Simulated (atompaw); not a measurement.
**What one change does to a pseudopotential (Co, PAW (atompaw))**

atompaw 4.2.0.5 input, output lines left out:

```
Co 27
GGA-PBE scalarrelativistic loggrid 1500 logderivrange -10 5 376
4 4 3 0 0 0
4 1 0
3 2 7
0 0 0
c
c
v
v
c
v
v
v
2
1.35 1.05 0.95 0.75
n
n
y
0.1
n
custom polynom2 7 10 vanderbiltortho sinc
3 0 ultrasoft
1.20
1.35
1.35
1.35
1.35
1.35
```

Change: augmentation sinc compensation charge, radius 1.05 bohr; PAW radius 1.35 bohr; waves and projectors: custom polynom gramschmidtortho.

Cutoffs: the cutoffs (Ry, on a coarse ladder) from which the occupation-weighted sum of valence levels, in a spherical-Bessel basis at the reference potential, stays within 10 and 1 mRy of its value at 400 Ry; they do not see the model core or the augmentation charge, which bear on the density cutoff.

What does the change do?

The range in which the s phases agree widens (upper end 3.6 → at the end of the scan); neither file shows a bound ghost.

| quantity | base | changed |
| --- | --- | --- |
| cutoff, loose | 300 Ry | 80 Ry |
| cutoff, tight | over 300 Ry | 140 Ry |
| loose cutoff by channel (10 mRy a level) | s 21 Ry, p 25 Ry, d 100 Ry | s 30 Ry, p 35 Ry, d 45 Ry |
| bound ghosts | none | none |
| s: phases at 1.36 bohr within 0.05 rad from the reference energy up to (Ry; the scan ends near 5) | 3.6 | to the end of the scan |
| p: phases at 1.36 bohr within 0.05 rad from the reference energy up to (Ry; the scan ends near 5) | to the end of the scan | to the end of the scan |
| d: phases at 1.36 bohr within 0.05 rad from the reference energy up to (Ry; the scan ends near 5) | to the end of the scan | to the end of the scan |
| lowest overlap eigenvalue by channel | s 0.76, p 0.85, d 0.91 | s 0.77, p 0.89, d 0.94 |

 The cutoffs see the waves, projectors and local potential, not the compensation charge or the core.
